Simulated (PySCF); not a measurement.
Compound: C2H10Ge2S.
SMILES with atom numbers: `[CH3:1][CH2:2][GeH2:3][S:4][GeH3:5]` (hydrogens: H6, H7, H8 on C1; H9, H10 on C2; H11, H12 on Ge3; H13, H14, H15 on Ge5)

A linear-response calculation (PySCF, def2-SVPD basis, gas phase, vertical, core orbitals frozen in the response) gave these numbers; the functional is withheld.

Orbital energies (eV): HOMO-3 -10.32, HOMO-2 -10.23, HOMO-1 -9.52, HOMO -8.30, LUMO 0.52, LUMO+1 0.79, LUMO+2 0.93.

```
state  E (eV)       f  main configurations (H = HOMO, L = LUMO)
   S1    5.61   0.016                                 H→L (82%)
   S2    5.83  0.0069                  H→L+1 (69%), H→L+2 (16%)
   S3    6.47  0.0050        H→L+2 (59%), H→L+1 (17%), H→L (8%)
   S4    6.81  0.0063                  H→L+3 (43%), H→L+4 (37%)
   S5    7.05   0.063                               H-1→L (66%)
   S6    7.10   0.018   H→L+4 (29%), H→L+3 (27%), H-1→L+1 (16%)
```

Triplets, Tamm–Dancoff:

```csv
state,E (eV),λ (nm),"main configurations (H = HOMO, L = LUMO)"
T1,5.13,241.5,H→L (79%)
T2,5.47,226.6,"H→L+1 (56%), H→L+2 (22%)"
T3,6.33,195.8,"H→L+2 (54%), H→L+1 (23%)"
T4,6.45,192.3,H-1→L (66%)
```

Vertical ionisation energy by ΔSCF with the same functional: 8.96 eV. Mean static polarisability: 108.8 au.

Question: Which of these was used?
A. PBE
B. HF
C. CAM-B3LYP
D. B3LYP

Answer: C. CAM-B3LYP is range-separated, 19% exact exchange at short range and 65% at long range (ω = 0.33 bohr⁻¹). In this run −ε(HOMO) = 8.30 eV differs from the ΔSCF value by -0.66 eV, and S1 differs from the orbital gap of 8.82 eV by -3.21 eV. The ratio −ε(HOMO)/IP is 0.93. Small neutral molecules mostly give 0.85 to 0.93 with CAM-B3LYP, 0.5 to 0.7 with PBE, 0.67 to 0.83 with B3LYP; with Hartree–Fock the ratio is 1 or more (Koopmans' value less the relaxation energy is the ΔSCF value).

The calculation used TDDFT CAM-B3LYP/def2-SVPD, vertical, gas phase, core orbitals frozen in the response (PySCF). One conformer (not necessarily the lowest) at the PBE0-D3(BJ)/def2-SVP geometry, without solvent, vibrations or thermal averaging. The CAM-B3LYP/def2-SVPD calculation is non-relativistic and has no spin–orbit coupling, an omission that weighs most on germanium.

Hardware: Arm Neoverse V1, one thread (shared host). Cost: 2.3 min.

The values belong to the conformer `[CH3:1][CH2:2][GeH2:3][S:4][GeH3:5]`: C1–C2–Ge3–S4 53°, C2–Ge3–S4–Ge5 63°.
